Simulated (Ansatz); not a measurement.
Job for Ansatz (an electronic-structure program): R-wB97X-V/def2-TZVPPD on C2H5Br (a complex). Files ending in .json are basis or fitting sets from the Basis Set Exchange.

Ansatz 0.2 input:
```yaml
crystal:
  periodic: [false, false, false]
  atoms:
    - {symbol: C, position_ang: [-0.14505955, -0.59116914, 0.32365369]}
    - {symbol: C, position_ang: [0.13863937, 0.68865879, 0.11543025]}
    - {symbol: H, position_ang: [0.63022878, -1.34672923, 0.36179590]}
    - {symbol: H, position_ang: [-1.16365290, -0.93312190, 0.46149653]}
    - {symbol: H, position_ang: [-0.63671769, 1.44398702, 0.07450053]}
    - {symbol: H, position_ang: [1.15687198, 1.03045478, -0.02518372]}
    - {symbol: Br, position_ang: [0.32594001, 0.59148946, 3.95813832]}
    - {symbol: H, position_ang: [0.20104868, 0.38467527, 2.54206106]}
basis:
  gaussian:
    orbitals: def2-TZVPPD.json
hamiltonian:
  xc: {name: wB97X-V}
scf: {lower_state_search: off}
```

Program output:

```
WARN ansatz: RAYON_NUM_THREADS=2 ignored (pool sized by the plan → 2); use --threads N
Functional definition: wB97X-V
these checks for a lower state are left out or cut short: stability, starts, cluster_reference, orbital_swaps, neighbouring_geometries, increment
integrals: 0.16 GiB planned
1099 factors; their error is unknown
integrals: 0.20 GiB planned
298 factors; integrals over basis functions are off by at most 7.2e-5 eV
mean field: 1.51 GiB planned
mean field evaluation 1: about -72192.5579 eV, gradient 3.1e1 eV
mean field evaluation 2: about -72193.9526 eV, gradient 1.9e1 eV
mean field evaluation 4: about -72194.7777 eV, gradient 3.7e-1 eV
mean field evaluation 8: about -72194.9810 eV, gradient 5.7e-1 eV
mean field evaluation 16: about -72194.9814 eV, gradient 1.5e-5 eV
mean field -72194.98141926 eV, -2653.1166316419 hartree, gradient 3.8e-6 eV, S^2 0.000000; 0 other end points of the search recorded, 0 dependent functions left out
reference -72194.98141686 eV, -2653.1166315535 hartree; 26, 26 occupied and 190, 190 virtual orbitals, 1099 factors
Total energy: -72194.98141686 eV, -2653.1166315535 hartree
Checks for a lower state left out: stability, starts, cluster_reference, orbital_swaps, neighbouring_geometries, increment
```

The run converged.

Cost: very roughly 5 core-seconds.
